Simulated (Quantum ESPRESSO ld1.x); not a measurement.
The numbers below are computed, except where a source is named.
In XVII, configuration [Ar] 3d10 4s2 4p3. Code: ld1.x of Quantum ESPRESSO 7.5. Model: scalar-relativistic Kohn-Sham, LDA (Slater exchange, Perdew-Zunger correlation), spin-polarised, spherical densities, point nucleus; open shells are filled with parallel spins first. Some entries of the table are withheld. Estimate them.

orbital  occ.  eigenvalue (hartree)  <r> (bohr)
1s up       1            -1033.8233     0.02974
1s down     1            -1033.7783     0.02974
2s up       1             -167.5162      0.1285
2s down     1             -167.4867      0.1285
2p up       3             -152.0128      0.1121
2p down     3             -151.9724      0.1121
3s up       1              -43.2450      0.3465
3s down     1              -43.1948      0.3463
3p up       3              -38.1612      0.3441
3p down     3              -38.1062      0.3438
3d up       5              -30.3089      0.3192
3d down     5              -30.2554      0.3187
4s up       1                   (1)      0.7609
4s down     1                   (2)      0.7610
4p up       3              -15.3651         (3)
4p down     0              -15.1245         (4)
4d up       0                   (5)      0.8309
4d down     0                   (6)      0.8336
5s up       0               -9.0293       1.365
5s down     0               -8.9323       1.377

Answer. 
(1) 4s up eigenvalue (hartree): -17.1090
(2) 4s down eigenvalue (hartree): -16.8666
(3) 4p up <r> (bohr): 0.7900
(4) 4p down <r> (bohr): 0.7910
(5) 4d up eigenvalue (hartree): -12.7145
(6) 4d down eigenvalue (hartree): -12.4842
